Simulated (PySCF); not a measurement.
Cs2F2 (singlet). All numbers come from B3LYP in PySCF with Cs def2-TZVP with ECP46, F def2-TZVP; scalar-relativistic core potentials, no spin–orbit coupling; density-fitted integrals.

Harmonic bands of its minimum:

```
ω (cm⁻¹)  IR (km/mol)
      80         48.5
      87          0.0
     206          0.0
     216          110
     236          0.0
     270          191
```

**Question.** Infer the point group and assign the bands.

**Answer.** D2h. The modes span b3u + 2ag + b3g + b2u + b1u: 80 b3u, 87 ag, 206 b3g, 216 b2u, 236 ag, 270 b1u. The computed geometry has Cs–F 2.642 Å (×4); Cs–F–Cs 102.1° (×2), F–Cs–F 77.9° (×2).

This need not be the most stable arrangement of these atoms.
